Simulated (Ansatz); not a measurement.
Input file for Ansatz (a first-principles code): R-CCSD(T)/cc-pV(D+d)Z on FH3Si2 (SMILES F[Si][SiH3]), a point of a torsion scan. Files ending in .json are basis or fitting sets from the Basis Set Exchange.

Ansatz 0.2 input:
```yaml
crystal:
  periodic: [false, false, false]
  atoms:
    - {symbol: F, position_ang: [2.50155911, 0.43198967, -0.10737108]}
    - {symbol: Si, position_ang: [1.53189436, -0.90291454, 0.00130223]}
    - {symbol: Si, position_ang: [-0.56345192, 0.03630998, 0.06127453]}
    - {symbol: H, position_ang: [-0.99939651, 0.39989736, -1.29997369]}
    - {symbol: H, position_ang: [-0.98941603, 1.18455719, 0.87636569]}
    - {symbol: H, position_ang: [-1.45179807, -1.06696614, 0.47378733]}
basis:
  gaussian:
    orbitals: cc-pV_D+d_Z.json
magnetization: {spin_polarized: false}
correlation: {method: ccsd_t, electrons: outside_noble_gas}
scf: {lower_state_search: off}
```

Output:

```
WARN ansatz: RAYON_NUM_THREADS=1 ignored (pool sized by the plan → 1); use --threads N
Functional definition: HF
these checks for a lower state are left out or cut short: stability, starts, cluster_reference, orbital_swaps, neighbouring_geometries, increment
integrals: 0.06 GiB planned
771 factors; integrals over basis functions are off by at most 9.2e-4 eV
mean field: 0.18 GiB planned
mean field evaluation 1: about -18475.7136 eV, gradient 2.7e1 eV
mean field evaluation 2: about -18475.7420 eV, gradient 2.7e1 eV
mean field evaluation 4: about -18477.6574 eV, gradient 2.6e0 eV
mean field evaluation 8: about -18477.7143 eV, gradient 1.7e-1 eV
mean field -18477.71463489 eV, -679.0434881875 hartree, gradient 3.0e-6 eV, S^2 0.000000; 0 other end points of the search recorded, 0 dependent functions left out
11 core orbitals not correlated
reference -18477.71463489 eV, -679.0434881875 hartree; 9, 9 occupied and 55, 55 virtual orbitals, 771 factors
second order -10.04750360 eV of doubles, -0.00000000 eV of singles
coupled cluster: 0.16 GiB planned
cycle   1  -10.69915454 eV  change   -6.5e-1 eV  update   1.0e-1
cycle   2  -11.09274093 eV  change   -3.9e-1 eV  update   3.8e-2
cycle   3  -11.21527187 eV  change   -1.2e-1 eV  update   2.3e-2
cycle   4  -11.20774338 eV  change    7.5e-3 eV  update   6.1e-3
cycle   5  -11.20577470 eV  change    2.0e-3 eV  update   2.4e-3
cycle   6  -11.20644049 eV  change   -6.7e-4 eV  update   8.6e-4
cycle   7  -11.20615175 eV  change    2.9e-4 eV  update   3.5e-4
cycle   8  -11.20612769 eV  change    2.4e-5 eV  update   1.5e-4
cycle   9  -11.20623326 eV  change   -1.1e-4 eV  update   6.1e-5
cycle  10  -11.20622336 eV  change    9.9e-6 eV  update   2.8e-5
cycle  11  -11.20622382 eV  change   -4.6e-7 eV  update   1.5e-5
perturbative correction -0.26281180 eV, -0.0096581557 hartree
Total energy: -18489.18367052 eV, -679.4649674727 hartree
Checks for a lower state left out: stability, starts, cluster_reference, orbital_swaps, neighbouring_geometries, increment
```

Self-consistency was reached.

Cost: about 2.7 core-seconds (a rough figure).
